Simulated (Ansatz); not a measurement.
Calculated with Ansatz (gas phase, PBE0-D4/def2-TZVP geometries, no zero-point term in ΔE). CBS: MP2 limit from def2 TZ/QZ plus the TZ coupled-cluster correction, frozen cores. Functionals use def2-TZVPP. B3LYP here is the variant with VWN-RPA as its local correlation; programs differ in this. HSE06 is defined as in plane-wave codes. For Ti outer-core shells are correlated without core-valence functions, which leaves a few kJ/mol of doubt a bond. Scalar relativity is left out up to krypton. One conformer a species, not always the lowest.

`C[NH][Ti]([F])([F])[Cl]` + `CSB(C)C` → `C[S][Ti]([F])([F])[Cl]` + `CNB(C)C`  (redistribution)

`C[NH][Ti]([F])([F])[Cl]`:

Z-matrix (Å, degrees):
```
C
Ti 1 2.941
N 1 1.446 2 30.1
H 1 1.094 2 126.2 3 68.4
H 1 1.095 2 119.4 3 -82.0
H 1 1.092 2 80.1 3 173.1
F 2 1.757 1 89.1 3 -141.0
F 2 1.751 1 128.9 3 -18.2
Cl 2 2.211 1 101.0 3 110.3
H 3 1.014 1 113.7 2 -175.3
```

`CSB(C)C`:

Z-matrix (Å, degrees):
```
C
S 1 1.807
H 1 1.089 2 111.0
H 1 1.090 2 110.9 3 -122.2
H 1 1.089 2 107.4 3 119.0
B 2 1.786 1 105.9 3 57.3
C 6 1.569 2 115.8 1 -179.9
C 6 1.570 2 122.3 1 -1.1
H 7 1.096 6 109.9 2 125.3
H 7 1.097 6 109.3 2 -119.2
H 7 1.091 6 115.2 2 2.7
H 8 1.098 6 109.2 2 -74.8
H 8 1.093 6 113.5 2 43.2
H 8 1.092 6 112.4 2 166.7
```

`C[S][Ti]([F])([F])[Cl]`:

Cartesian coordinates in Å:
```
C -0.630 -1.227 -0.711
S -1.199 0.498 -0.581
Ti 0.546 1.294 0.582
F 2.001 0.855 -0.285
F 0.304 3.011 0.714
Cl 0.567 0.291 2.531
H -1.149 -1.670 -1.560
H 0.444 -1.284 -0.891
H -0.885 -1.768 0.200
```

`CNB(C)C`:

```xyz
15

C    -1.523    1.098    0.995
N    -0.960   -0.114    0.455
B     0.259   -0.319   -0.201
C     1.289    0.846   -0.471
C     0.606   -1.785   -0.680
H    -2.489    1.334    0.536
H    -1.675    1.026    2.078
H    -0.854    1.936    0.809
H    -1.552   -0.920    0.586
H     0.979    1.845   -0.160
H     1.531    0.893   -1.539
H     2.237    0.625    0.033
H    -0.162   -2.527   -0.445
H     1.545   -2.128   -0.232
H     0.770   -1.810   -1.763
```

```csv
level,ΔE (kJ/mol),difference from CCSD(T)/CBS
LDA (SPW92),-54.0,-10.9
PBE-D4,-48.4,-5.3
revPBE-D4,-44.7,-1.6
BLYP-D4,-49.4,-6.3
B97M-V,-48.3,-5.2
PBE0-D4,-46.1,-3.0
B3LYP-D4,-48.1,-5.0
r2SCANh-D4,-46.7,-3.6
r2SCAN0-D4,-45.7,-2.6
HSE06-D4,-46.4,-3.3
BHLYP-D4,-46.0,-2.9
CAM-B3LYP-D4,-45.3,-2.2
ωB97X-V,-39.8,3.3
ωB97M-V,-44.7,-1.6
B2PLYP,-50.4,-7.3
PBE-QIDH,-46.4,-3.3
PBE,-48.9,-5.8
revPBE,-46.4,-3.3
BLYP,-50.8,-7.7
r2SCAN,-47.6,-4.5
PBE0,-46.5,-3.4
B3LYP,-48.9,-5.8
r2SCANh,-46.9,-3.8
HSE06,-46.7,-3.6
BHLYP,-45.9,-2.8
CAM-B3LYP,-45.7,-2.6
HF/def2-SVP,-31.7,11.4
MP2/def2-SVP,-43.0,0.1
CCSD/def2-SVP,-36.6,6.5
CCSD(T)/def2-SVP,-44.0,-0.9
HF/def2-TZVPP,-38.3,4.8
MP2/def2-TZVPP,-45.1,-2.0
SCS-MP2/def2-TZVPP,-43.2,-0.1
CCSD(T)/def2-TZVPP,-44.3,-1.2
HF/def2-QZVPP,-38.8,4.3
MP2/def2-QZVPP,-44.7,-1.6
SCS-MP2/def2-QZVPP,-42.6,0.5
HF/CBS(def2),-38.9,4.2
MP2/CBS(def2),-44.0,-0.9
CCSD/CBS(def2),-38.4,4.7
CCSD(T)/CBS,-43.1,0
```

Largest T1 diagnostic among the species: 0.025, so the coupled-cluster value is less sure than usual.

Leaving LDA and LC-ωPBE aside and taking each functional with its dispersion term where it has one, the values spread over 10.6 kJ/mol, from B2PLYP to ωB97X-V. LDA lies −5.1 kJ/mol from PBE without D4. From BLYP to BHLYP (50 % exact exchange), in def2-TZVPP and without D4, ΔE moves by +4.8 kJ/mol. In def2-TZVPP, CCSD(T) changes the Hartree–Fock value by −6.0 kJ/mol (the triples alone add −4.7 kJ/mol) and MP2 by −6.9 kJ/mol.

CCSD(T)/CBS has its own doubt, a few kJ/mol and more with outer-core shells, so smaller differences from it don't rank the levels.
